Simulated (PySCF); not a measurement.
Correlation energy of Hf (hafnium, neutral)

[Xe] 4f14 5d4, high-spin 5D determinant (an excited configuration). Calculation: PySCF 2.14, in def2-TZVPPD with the def2 core potential (60 electrons); scalar relativity through the core potential. Frozen: 5s2 5p6; 4 electrons correlated.

```json
{"level": "CCSD", "correlation energy (mhartree)": "-46.28"}
{"level": "(T)", "correlation energy (mhartree)": "-1.98"}
{"level": "CCSD(T)", "correlation energy (mhartree)": "-48.26"}
```

Diagnostics: T1 = 0.0094, D1 = 0.0136, largest double amplitude 0.058.

Spin-orbit coupling, absent here, splits the open shell strongly.

Cost of the coupled-cluster step: about 2.4 core-seconds, for 4 correlated electrons.

Iterations:

```
CC2 = 0
CCSD nocc = (np.int64(4), np.int64(0)), nmo = (55, 55)
frozen orbitals [[0, 1, 2, 3], [0, 1, 2, 3]]
max_cycle = 100
direct = 0
conv_tol = 1e-08
conv_tol_normt = 1e-06
diis_space = 8
diis_start_cycle = 0
Init t2, MP2 energy = -0.0357974568787369
Init E_corr(UCCSD) = -0.0357974569836241
cycle = 1  E_corr(UCCSD) = -0.0426411066706281  dE = -0.00684364969  norm(t1,t2) = 0.0489085
cycle = 2  E_corr(UCCSD) = -0.0443996845527401  dE = -0.00175857788  norm(t1,t2) = 0.0272146
cycle = 3  E_corr(UCCSD) = -0.0461902514684385  dE = -0.00179056692  norm(t1,t2) = 0.0184699
cycle = 4  E_corr(UCCSD) = -0.0461940125200728  dE = -3.76105163e-06  norm(t1,t2) = 0.0130741
cycle = 5  E_corr(UCCSD) = -0.0461877206929563  dE = 6.29182712e-06  norm(t1,t2) = 0.0127326
cycle = 6  E_corr(UCCSD) = -0.0462996923177775  dE = -0.000111971625  norm(t1,t2) = 0.00175372
cycle = 7  E_corr(UCCSD) = -0.046276360148048  dE = 2.33321697e-05  norm(t1,t2) = 0.000257765
cycle = 8  E_corr(UCCSD) = -0.0462864834934336  dE = -1.01233454e-05  norm(t1,t2) = 0.000108343
cycle = 9  E_corr(UCCSD) = -0.0462828850508862  dE = 3.59844255e-06  norm(t1,t2) = 4.70077e-05
cycle = 10  E_corr(UCCSD) = -0.0462834019637798  dE = -5.16912894e-07  norm(t1,t2) = 1.39349e-05
cycle = 11  E_corr(UCCSD) = -0.0462833651068414  dE = 3.68569384e-08  norm(t1,t2) = 3.4274e-06
cycle = 12  E_corr(UCCSD) = -0.0462833598382276  dE = 5.26861384e-09  norm(t1,t2) = 1.66944e-06
cycle = 13  E_corr(UCCSD) = -0.0462833505890759  dE = 9.24915171e-09  norm(t1,t2) = 7.19691e-07
UCCSD converged
E(UCCSD) = -47.25184943925615  E_corr = -0.04628335058907589
UCCSD(T) correction = -0.00198047007671965
```
